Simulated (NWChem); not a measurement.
System: sulfur tetrafluoride (SF₄); SMILES S(F)(F)(F)F

Input file for NWChem:

```
start job
memory heap 200 mb stack 900 mb global 1100 mb
geometry units angstroms noautosym nocenter noautoz
  F      1.220545     0.000000     0.616808
  S      0.000000     0.000000    -0.387794
  F      0.000000    -1.654169    -0.275546
  F      0.000000     1.654169    -0.275546
  F     -1.220545     0.000000     0.616808
end
basis spherical
  * library 6-31g*
end
dft
  xc hfexch
  iterations 150
  mulliken
end
task dft energy
esp
  recalculate
  probe 0.07
  range 0.3
  factor 1.0
  spacing 0.02
end
task esp
```

Output (shortened):

```
             Northwest Computational Chemistry Package (NWChem) 7.3.0
             --------------------------------------------------------

                             Geometry "geometry" -> ""
                             -------------------------

 Output coordinates in angstroms (scale by  1.889725989 to convert to a.u.)

  No.       Tag          Charge          X              Y              Z
 ---- ---------------- ---------- -------------- -------------- --------------
    1 F                    9.0000     1.22054500     0.00000000     0.61680800
    2 S                   16.0000     0.00000000     0.00000000    -0.38779400
    3 F                    9.0000     0.00000000    -1.65416900    -0.27554600
    4 F                    9.0000     0.00000000     1.65416900    -0.27554600
    5 F                    9.0000    -1.22054500     0.00000000     0.61680800

 Effective nuclear repulsion energy (a.u.)     295.3507469767

  xc_inp: hfexch multiplicative factor not found.

                                 NWChem DFT Module
                                 -----------------

 Summary of "ao basis" -> "ao basis" (spherical)
 ------------------------------------------------------------------------------
       Tag                 Description            Shells   Functions and Types
 ---------------- ------------------------------  ------  ---------------------
 F                           6-31g*                  6       14   3s2p1d
 S                           6-31g*                  8       18   4s3p1d

            General Information
            -------------------
          SCF calculation type: DFT
          Wavefunction type:  closed shell.
          No. of atoms     :     5
          No. of electrons :    52
           Alpha electrons :    26
            Beta electrons :    26
          Charge           :     0
          Spin multiplicity:     1
          Use of symmetry is: off; symmetry adaption is: off
          Maximum number of iterations: 150
          AO basis - number of functions:    74
                     number of shells:    32
          Convergence on energy requested:  1.00D-06
          Convergence on density requested:  1.00D-05
          Convergence on gradient requested:  5.00D-04

              XC Information
              --------------
                     Hartree-Fock (Exact) Exchange  1.000

      Superposition of Atomic Density Guess
      -------------------------------------

 Sum of atomic energies:        -794.94500904

      Non-variational initial energy
      ------------------------------

 Total energy =    -795.688115
 1-e energy   =   -1696.027174
 2-e energy   =     604.988312
 HOMO         =      -0.346434
 LUMO         =       0.032007

     ---------------------------------------------
      Total Density - Mulliken Population Analysis
     ---------------------------------------------

    Atom       Charge   Shell Charges
 -----------   ------   -------------------------------------------------------
    1 F    9     9.50   2.00  0.94  3.37  1.01  2.17  0.01
    2 S   16    13.72   2.00  2.00  5.97  1.26  1.52  0.43  0.33  0.21
    3 F    9     9.64   2.00  0.96  3.46  1.01  2.21  0.01
    4 F    9     9.64   2.00  0.96  3.46  1.01  2.21  0.01
    5 F    9     9.50   2.00  0.94  3.37  1.01  2.17  0.01

   convergence    iter        energy       DeltaE   RMS-Dens  Diis-err
 ---------------- ----- ----------------- --------- --------- ---------
 d= 0,ls=0.0,diis     1   -794.9618825148 -1.09D+03  1.46D-02  1.60D+00
 d= 0,ls=0.0,diis     2   -795.0789485896 -1.17D-01  5.05D-03  6.20D-01
 d= 0,ls=0.0,diis     3   -795.1317355435 -5.28D-02  1.00D-03  7.59D-03
 d= 0,ls=0.0,diis     4   -795.1329805923 -1.25D-03  6.20D-04  8.08D-04
 d= 0,ls=0.0,diis     5   -795.1332422706 -2.62D-04  2.15D-04  6.01D-05
  Resetting Diis
 d= 0,ls=0.0,diis     6   -795.1332641517 -2.19D-05  5.76D-05  1.17D-05
 d= 0,ls=0.0,diis     7   -795.1332661639 -2.01D-06  1.02D-05  3.32D-07
 d= 0,ls=0.0,diis     8   -795.1332662430 -7.91D-08  4.45D-06  6.79D-08

         Total DFT energy =     -795.133266242957
      One electron energy =    -1692.709185903845
           Coulomb energy =      667.616818891789
    Exchange-Corr. energy =      -65.391646207628
 Nuclear repulsion energy =      295.350746976727

 Numeric. integr. density =        0.000000000000

                       DFT Final Molecular Orbital Analysis
                       ------------------------------------

 Vector   24  Occ=2.000000D+00  E=-6.430669D-01
              MO Center= -2.8D-13, -1.3D-12, -6.4D-02, r^2= 3.0D+00
   Bfn.  Coefficient  Atom+Function         Bfn.  Coefficient  Atom+Function
  ----- ------------  ---------------      ----- ------------  ---------------
    37      0.370842  3 F  pz                51     -0.370842  4 F  pz
    41      0.275993  3 F  pz                55     -0.275993  4 F  pz
     4      0.263494  1 F  py                64      0.263494  5 F  py
     8      0.172861  1 F  py                68      0.172861  5 F  py
    36      0.150935  3 F  py                50      0.150935  4 F  py

 Vector   25  Occ=2.000000D+00  E=-6.369463D-01
              MO Center=  3.2D-13, -7.0D-13, -8.2D-02, r^2= 3.0D+00
   Bfn.  Coefficient  Atom+Function         Bfn.  Coefficient  Atom+Function
  ----- ------------  ---------------      ----- ------------  ---------------
    35      0.415507  3 F  px                49     -0.415507  4 F  px
    39      0.312499  3 F  px                53     -0.312499  4 F  px
     4      0.244347  1 F  py                64     -0.244347  5 F  py
     8      0.164567  1 F  py                68     -0.164567  5 F  py
    28     -0.032164  2 S  d -2

 Vector   26  Occ=2.000000D+00  E=-5.064831D-01
              MO Center= -2.7D-15, -2.6D-14, -5.6D-01, r^2= 2.2D+00
   Bfn.  Coefficient  Atom+Function         Bfn.  Coefficient  Atom+Function
  ----- ------------  ---------------      ----- ------------  ---------------
    23      0.441388  2 S  pz                20     -0.377961  2 S  s
    24     -0.360573  2 S  s                 36      0.279857  3 F  py
    50     -0.279857  4 F  py                40      0.244981  3 F  py
    54     -0.244981  4 F  py                37     -0.195269  3 F  pz
    51     -0.195269  4 F  pz                16      0.162528  2 S  s

 Vector   27  Occ=0.000000D+00  E= 8.079851D-02
              MO Center= -5.3D-14,  1.4D-15, -5.2D-01, r^2= 2.1D+00
   Bfn.  Coefficient  Atom+Function         Bfn.  Coefficient  Atom+Function
  ----- ------------  ---------------      ----- ------------  ---------------
    25      0.786860  2 S  px                21      0.635800  2 S  px
     6     -0.373281  1 F  s                 66      0.373281  5 F  s
     9      0.237638  1 F  pz                69     -0.237638  5 F  pz
    17     -0.219293  2 S  px                 5      0.200154  1 F  pz
    65     -0.200154  5 F  pz                39     -0.164131  3 F  px

 Vector   28  Occ=0.000000D+00  E= 1.966125D-01
              MO Center=  7.2D-15,  1.9D-14, -4.5D-02, r^2= 2.1D+00
   Bfn.  Coefficient  Atom+Function         Bfn.  Coefficient  Atom+Function
  ----- ------------  ---------------      ----- ------------  ---------------
    20      0.854799  2 S  s                 27      0.642091  2 S  pz
    23      0.526615  2 S  pz                 6     -0.350186  1 F  s
    66     -0.350186  5 F  s                  7      0.314058  1 F  px
    67     -0.314058  5 F  px                 3      0.266024  1 F  px
    63     -0.266024  5 F  px                16     -0.208598  2 S  s

 Vector   29  Occ=0.000000D+00  E= 2.510515D-01
              MO Center=  4.5D-16, -2.6D-13, -5.1D-01, r^2= 2.4D+00
   Bfn.  Coefficient  Atom+Function         Bfn.  Coefficient  Atom+Function
  ----- ------------  ---------------      ----- ------------  ---------------
    26      1.040223  2 S  py                22      0.732839  2 S  py
    38      0.577803  3 F  s                 52     -0.577803  4 F  s
    40      0.362466  3 F  py                54      0.362466  4 F  py
    36      0.244203  3 F  py                50      0.244203  4 F  py
    18     -0.242420  2 S  py                 8     -0.173533  1 F  py

     ---------------------------------------------
      Total Density - Mulliken Population Analysis
     ---------------------------------------------

    Atom       Charge   Shell Charges
 -----------   ------   -------------------------------------------------------
    1 F    9     9.40   2.00  0.94  3.26  1.04  2.13  0.02
    2 S   16    14.15   2.00  2.00  5.97  1.41  2.00  0.24  0.16  0.37
    3 F    9     9.52   2.00  0.93  3.27  1.05  2.25  0.02
    4 F    9     9.52   2.00  0.93  3.27  1.05  2.25  0.02
    5 F    9     9.40   2.00  0.94  3.26  1.04  2.13  0.02

     -------------------------------------------
      Total Density - Lowdin Population Analysis
     -------------------------------------------

    Atom       Charge   Shell Charges
 -----------   ------   -------------------------------------------------------
    1 F    9     9.29   1.99  0.96  3.17  0.88  2.26  0.04
    2 S   16    14.56   2.00  1.99  5.87  1.03  1.83  0.53  0.80  0.52
    3 F    9     9.42   1.99  0.95  3.19  0.90  2.35  0.03
    4 F    9     9.42   1.99  0.95  3.19  0.90  2.35  0.03
    5 F    9     9.29   1.99  0.96  3.17  0.88  2.26  0.04

     Multipole analysis of the density
     ---------------------------------

     L   x y z        total         alpha         beta         nuclear
     -   - - -        -----         -----         ----         -------
     0   0 0 0     -0.000000    -26.000000    -26.000000     52.000000

     1   1 0 0     -0.000000     -0.000000     -0.000000      0.000000
     1   0 1 0     -0.000000     -0.000000     -0.000000      0.000000
     1   0 0 1     -0.439152     -0.161006     -0.161006     -0.117140

     2   2 0 0    -23.072109    -59.415352    -59.415352     95.758596
     2   1 1 0      0.000000      0.000000      0.000000      0.000000
     2   1 0 1     -0.000000     -0.000000     -0.000000      0.000000
     2   0 2 0    -28.157923   -102.021690   -102.021690    175.885457
     2   0 1 1      0.000000      0.000000      0.000000      0.000000
     2   0 0 2    -22.523700    -30.225890    -30.225890     37.928080

                     NWChem Electrostatic Potential Fit Module
                     -----------------------------------------

 Atom parameters

 Number of atoms is                                    5
 Number of basis functions is                         74

 Grid parameters

 Maximum number of grid points is                  27521
 Number of grid points is                          27520
 Grid range                                     0.300000 nm
 Grid spacing                                   0.020000 nm
 Probe radius                                   0.070000 nm
 Atom radius factor                             1.000000

 Atomic radii

    9    0.128000
   16    0.174000
 FASTESP  F
  using M.O. file = ./job.movecs

    Atom              Coordinates                           Charge

                                                  ESP

    1 F     0.122055    0.000000    0.061681   -0.087294
    2 S     0.000000    0.000000   -0.038779    0.815500
    3 F     0.000000   -0.165417   -0.027555   -0.320493
    4 F     0.000000    0.165417   -0.027555   -0.320580
    5 F    -0.122055    0.000000    0.061681   -0.087134
                                            ------------
                                                0.000000

 Dipole moment                                  0.467120

 Quadrupole moment Qxx                          4.798223
                   Qyy                        -11.210522
                   Qzz                          6.412299

 RMS deviation kJ/mol                           0.068726

 RRMS %                                        26.349769
```

Level: Hartree-Fock/6-31G* (spherical d). Geometry: optimised at PBE0/def2-SVP.
